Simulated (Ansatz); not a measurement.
```yaml
crystal:
  periodic: [false, false, false]
  atoms:
    - {symbol: C, position_ang: [-0.546976, 1.507503, 0.134119]}
    - {symbol: C, position_ang: [-0.086094, 0.259714, -0.009631]}
    - {symbol: Si, position_ang: [-0.043271, -0.906866, 1.431880]}
    - {symbol: In, position_ang: [0.589314, -0.303143, -1.974620]}
    - {symbol: H, position_ang: [-0.588594, 2.223871, -0.686817]}
    - {symbol: H, position_ang: [-0.912722, 1.888432, 1.090166]}
    - {symbol: H, position_ang: [1.351229, -1.366141, 1.683924]}
    - {symbol: H, position_ang: [-0.857239, -2.119845, 1.140078]}
    - {symbol: H, position_ang: [-0.569184, -0.256461, 2.666482]}
    - {symbol: H, position_ang: [0.461311, 0.948752, -3.159210]}
    - {symbol: H, position_ang: [1.202234, -1.875805, -2.316370]}
basis:
  gaussian: {orbitals: def2-SVPD, point_charges: [{charge: 1.00, position_ang: [5.523, -0.823, 0.011]}]}
hamiltonian: {xc: {name: PBE0}, dispersion: d2}
```

```sh
$ ansatz run in.yaml --threads 4 --pin off --events-out ev --progress --plain --max-ram 10444MiB
```

Q: How does Ansatz answer? (An estimate is asked.)

A: Computed: The input was rejected before any iteration.
```
Error: YAML parse error: error: line 17 column 45: hamiltonian.dispersion: `d2` is not `none`, `rvv10`, `d3bj`, `d3bjatm`, `d4` or a map `{method: …, s8: …, a1: …, a2_bohr: …}` (numbers without units, a2 in bohr) or `{method: …, functional: …}`
15 | basis:
16 |   gaussian: {orbitals: def2-SVPD, point_charges: [{charge: 1.00, position_ang: [5.523, -0.823, 0.011]}]}
17 | hamiltonian: {xc: {name: PBE0}, dispersion: d2}
```
